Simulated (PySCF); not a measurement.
**Continuum solvent and chemical shifts**

Atom-mapped SMILES (the numbers label the heavy atoms): `[CH2:1]=[C:2]1[CH:3]=[CH:4][CH:5]=[C:6]([C:7](=[O:8])[O-:9])[CH:10]=[CH:11]1`. Each H is labelled by its parent atom. Ha(C1) is cis to C3; Hb(C1) is trans to C3.

GIAO PBE0/pcSseg-1 in PySCF on one PBE0-D3(BJ)/def2-SVP conformer, non-relativistic, equivalent nuclei averaged. Solvents enter as an IEF-PCM continuum (dichloromethane with ε = 8.9, dimethylsulfoxide with ε = 46.8) around the gas-phase geometry. Shifts are referred to TMS computed in the same medium.

In dichloromethane, δ in ppm: C7 168.1, C2 157.6, C6 153.4, C3 147.9, C11 142.2, C10 139.4, C5 138.7, C4 135.9, C1 108.8, H(C10) 7.07, H(C5) 6.93, H(C3) 6.04, H(C11) 5.94, H(C4) 5.69. Dipole moment 12.56 D.

(1) How does each δ change in the more polar medium?

(2) Which nuclei move most (in ppm), and what does the model miss?

Answers

(1) 
```
 atoms                               environment  Δδ, dimethylsulfoxide
    C7                        carboxylate carbon                   +0.8
    C2           fully substituted alkene carbon                   -0.3
    C6                α carbon of a C=C–C=O unit                   -0.7
    C3                                 alkene CH                   +1.4
   C11                                 alkene CH                   +1.0
   C10                                 alkene CH                   -0.9
    C5                β carbon of a C=C–C=O unit                   +0.7
    C4                                 alkene CH                   -0.4
    C1                      terminal =CH2 carbon                   +2.4
H(C10)                  hydrogen on an alkene CH                  -0.11
 H(C5)  hydrogen on a β carbon of a C=C–C=O unit                  -0.04
 H(C3)                  hydrogen on an alkene CH                  +0.09
H(C11)                  hydrogen on an alkene CH                  +0.05
 H(C4)                  hydrogen on an alkene CH                  +0.03
```

Changes are relative to dichloromethane. The dipole moment becomes 13.14 D in dimethylsulfoxide.

(2) C1 (terminal =CH2 carbon, +2.4 ppm) in dimethylsulfoxide. A continuum only polarises the solute; specific hydrogen bonds, the anisotropy of aromatic solvents and changes of geometry or conformer are outside it, as are counter-ions.
